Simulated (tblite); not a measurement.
Species: C2H10N3PSi.
Z-matrix (Å and degrees, GFN2-xTB geometry), rows numbered from 1:
```
C 
N   1  1.2474
Si  2  1.7483  1  126.07
N   3  1.7250  2  102.53  1   129.61
P   3  2.2561  2  110.27  1     7.67
N   3  1.7298  2  111.61  1  -109.42
C   6  1.4445  3  123.23  2    79.52
H   1  1.0985  2  124.05  3    -3.64
H   1  1.0865  2  119.60  3   176.74
H   4  1.0061  3  118.16  2   173.09
H   4  1.0064  3  116.97  2    37.55
H   5  1.3804  3   95.17  2   173.04
H   5  1.3809  3   94.20  2    80.32
H   6  1.0092  3  116.16  2   -64.78
H   7  1.0907  6  108.48  3    35.49
H   7  1.0957  6  112.72  3   -84.46
H   7  1.0921  6  109.85  3   154.14
```

Method: GFN2-xTB as coded in tblite; computed harmonic values from a numerical Hessian at the method's own geometry, unscaled. The method is semi-empirical: single wavenumbers can be off by several per cent or more. Modes of hydrogen on phosphorus can be 10 to 20 % off. One conformer, not necessarily the lowest.

Harmonic wavenumbers (cm⁻¹): 53.7, 86.0, 90.4, 102.6, 134.3, 143.2, 155.9, 177.8, 206.0, 218.2, 314.5, 349.6, 446.2, 504.1, 515.6, 526.7, 678.3, 693.4, 705.0, 793.4, 840.1, 905.6, 1004.8, 1058.0, 1110.5, 1143.7, 1144.5, 1149.8, 1350.3, 1417.5, 1439.0, 1480.4, 1496.9, 1502.8, 1751.3, 2322.8, 2405.8, 2820.4, 2908.9, 2968.1, 2982.1, 2990.6, 3434.3, 3478.8, 3519.3.

A = 1630, B = 1488, C = 1333 MHz; mass 135.038 u (most abundant isotopes); point group C1, symmetry number 1.

**Question.** Zero-point energy?

**Answer.** ½Σν̃ = 27761 cm⁻¹ = 332.09 kJ/mol.

**Question.** What is S at 350 K and 1 bar for an ideal gas of classical rigid rotors and harmonic oscillators?

**Answer.** Translation 173.37, rotation 123.28, vibration 179.90: S = 476.6 J/(mol K).

**Question.** And Cp and H(350 K) − H(0)?

**Answer.** Cp = 191.59 J/(mol K), of which vibrations give 158.33 (their classical limit is 45 R = 374.2); H(350 K) − H(0) = 43.37 kJ/mol without the zero-point energy, 31.73 from vibrations.

**Question.** Which modes carry the vibrational entropy at 350 K?

**Answer.** 53.7 cm⁻¹: 20.89; 86.0 cm⁻¹: 17.00; 90.4 cm⁻¹: 16.59; 102.6 cm⁻¹: 15.55; 134.3 cm⁻¹: 13.36; 143.2 cm⁻¹: 12.84 J/(mol K); the other 39 give 83.66 together.

**Question.** How do the functions run with temperature in this model?

**Answer.** 
```
T (K)  S (J/(mol K))  Cp (J/(mol K))  H − H(0) (kJ/mol)  G − H(0) (kJ/mol)  ln q(vib)
  100          302.9            98.1               6.33             -23.96       2.14
  200          384.6           140.3              18.36             -58.56       5.77
  300          448.3           175.6              34.19            -100.29       9.15
  500          552.0           232.2              75.30            -200.72      15.18
  800          674.2           287.4             153.92            -385.44      22.96
 1000          741.2           312.5             214.03            -527.13      27.52
```

q(vib) and H(0) count from the zero-point level.

**Question.** Blend soft modes into free rotors: weight 1/[1 + (100 cm⁻¹/ν̃)⁴] for the oscillator and the rest for a rotor with moment μB/(μ + B), μ = h/(8π²ν), B = 10⁻⁴⁴ kg m². What vibrational entropy results?

**Answer.** 167.57 J/(mol K) in place of 179.90, which changes −T·S at 350 K by +4.32 kJ/mol.

**Question.** What must be added to the electronic energy to get the Gibbs energy at 350 K and 1 bar?

**Answer.** ZPE + [H(350 K) − H(0)] − T·S = 332.09 + 43.37 − 166.79 = 208.67 kJ/mol.

Hindered rotation and anharmonicity are outside this model. Other conformers, if any are populated, would add a mixing term that is left out. The structure is chiral; the term R ln 2 for an equal mix with its mirror image is left out.

On one thread, Arm Neoverse N1 (aarch64), shared host with 64 logical CPUs at a one-minute load of 62, this took 1.1 s wall. This covers the Hessian and the dipole derivatives.
